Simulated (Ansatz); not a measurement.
Ideal-gas functions of CH4FOSTa (`[CH3][Ta]([OH])([F])=[S]`) at 800 K and 1 bar, from an Ansatz frequency run at PBE0-D4/def2-TZVP.

Molar mass 264.06 g/mol, point group C1 (symmetry number 1), electronic degeneracy 1, moments of inertia 183.49, 257.445, 262.697 u Å². Harmonic wavenumbers (cm⁻¹, unscaled): 133, 153, 159, 171, 180, 189, 404, 515, 543, 544, 566, 630, 682, 740, 1202, 1409, 1415, 3025, 3113, 3131, 3920.

Use S(trans) = R[1.5 ln M + 2.5 ln T − 1.1517]; rotational temperatures θ = 24.2544 K / I; S(rot) = R[ln(√π/σ · √(T³/θAθBθC)) + 1.5]; for each mode x = 1.438777 ν̃/T, S = R[x/(eˣ − 1) − ln(1 − e⁻ˣ)] and H = RT x/(eˣ − 1); 1 cm⁻¹ = 0.0119627 kJ/mol; R = 8.31446 J/(mol·K).

Q: By hand: the entropy, in J/(mol·K).

A: Translation 198.9. Rotation: θ = 0.1322, 0.0942, 0.0923 K, giving 128.7. Vibration, mode by mode: 20.23, 19.07, 18.75, 18.15, 17.73, 17.33, 11.15, 9.24, 8.83, 8.82, 8.52, 7.71, 7.12, 6.53, 3.36, 2.50, 2.48, 0.23, 0.20, 0.20, 0.06, in all 188.2. Electronic 0.0. Sum 515.8 J/(mol·K).

Q: By hand: H − E and G − E in kJ/mol, counted from the electronic energy.

A: Zero-point energy ½ × 22824 × 0.0119627 = 136.5; thermal vibration 69.9; translation, rotation and pV give 4 RT = 26.6. H − E = 233.0 kJ/mol, and G − E = 233.0 − 800 × 515.8/1000 = -179.6 kJ/mol.

Vibration gives 36 % of the entropy, 20.2 J/(mol·K) of it from the mode under 150 cm⁻¹: soft modes count most, and the harmonic formula is weakest for them. The sum counts one conformer and one mirror image; others add a mixing term.
